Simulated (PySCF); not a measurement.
Start geometry of `[H][Ge]([H])([CH]=C)[CH]=C` (Ge(vinyl)2H2) from GFN2-xTB (Å):
```
atom  x, y, z in Å
Ge1   -0.5428   -0.2227   -0.5096
C2    -0.8259   -0.1226    1.4125
C3    -1.6395    0.7382    2.0458
H4    -0.1339   -0.8289    1.9700
H5    -2.1743    1.4643    1.5168
H6    -1.6759    0.7623    3.1414
C7     1.2708    0.2086   -1.0436
C8     2.0590   -0.6232   -1.7125
H9     1.6422    1.1935   -0.6983
H10    1.6361   -1.6148   -1.9704
H11    3.0085   -0.4254   -1.9387
H12   -1.5142    0.8821   -1.0967
H13   -1.0792   -1.4635   -1.0947
```

Problem. What comes out of this run: PBE0-D3(BJ)/def2-SVP geometry optimisation, gas phase (PySCF 2.14.0)?

Solution. 
```
atom  x, y, z in Å
Ge1   -0.5864   -0.1304   -0.5156
C2    -0.7772   -0.1023    1.4166
C3    -1.6151    0.7149    2.0610
H4    -0.1534   -0.7888    2.0032
H5    -2.2581    1.4234    1.5261
H6    -1.7007    0.7164    3.1538
C7     1.2536    0.2199   -1.0271
C8     2.0058   -0.6537   -1.7024
H9     1.6947    1.1806   -0.7320
H10    1.6169   -1.6278   -2.0211
H11    3.0464   -0.4391   -1.9712
H12   -1.5310    0.9491   -1.0849
H13   -0.9650   -1.5143   -1.0843
```

The energy falls by 46.9 kJ/mol over 7 energy and gradient evaluations, the largest force component goes from 0.0878 to 1.5e-04 Eh/bohr, and the atoms move by 0.070 Å rms after alignment. The bond that changes most is C8–H11 (ends: carbon bonded to C and 2 H; hydrogen on carbon), which lengthens by 0.100 Å. Bonds longer at the end by more than 0.005 Å: 4 of 12; shorter: 5. Among the angles that change most is C7–Ge1–H13, from 114.7° to 107.3°. Among the dihedrals that turn most is H13–Ge1–C2–H4, from 73° to 62°. Rotational constants go from 8758, 1717, 1564 to 8563, 1739, 1575 MHz. The orientation of the end geometry is arbitrary; only internal coordinates are fixed.

The run used 128 basis functions and 46 SCF cycles in all. Hardware: one thread, Arm Neoverse V2 (aarch64), no GPU, on a shared host. Cost: 38 s of wall time, 0.51 GiB resident at most.

PBE0-D3(BJ)/def2-SVP frequencies: not computed here. One conformer, not necessarily the lowest.
